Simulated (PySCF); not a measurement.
Vertical excitations of a molecule C5H5FO from TDDFT-B3LYP/def2-SVPD (PySCF 2.14.0), as energy in eV (oscillator strength): 6.34 (0.000), 6.52 (0.002), 6.54 (0.000), 7.27 (0.012), 7.48 (0.029), 7.53 (0.039), 7.75 (0.058), 7.97 (0.022), 8.10 (0.118), 8.24 (0.013). Lowest triplet (TDA): 5.22 eV. The structure is a stationary point at ωB97X-D3(BJ)/def2-SVP. Other conformers were not sampled.

Q: Pick the molecule that these values belong to.
A) FC=C=C1COC1
B) C#C[C@@]1(F)CCO1
C) C=C1CO/C1=C\F
D) F/C=C/C1=COC1

A: B, C#C[C@@]1(F)CCO1
